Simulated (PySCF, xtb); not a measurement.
C2F3O2, SMILES [O]C(=O)C(F)(F)F (connectivity only; charge and spin as stated), charge -1, multiplicity 1.

GFN2-xTB run with xtb 6.7.1 at its own geometry gives an orbital gap of 5.30 eV.

Coordinates come from a B3LYP-D3(BJ)/def2-SVPD optimisation. The multiplicity is an assumed one; other spin states were not compared. The isomer is the one that the SMILES or the coordinates give; other isomers of the formula were not compared.

Question: What does PBE0/def2-SVPD in PySCF give? (The exact figures need the calculation; the answer reports its results.)

Answer: gap 7.26 eV (levels -2.50 and 4.76 eV).
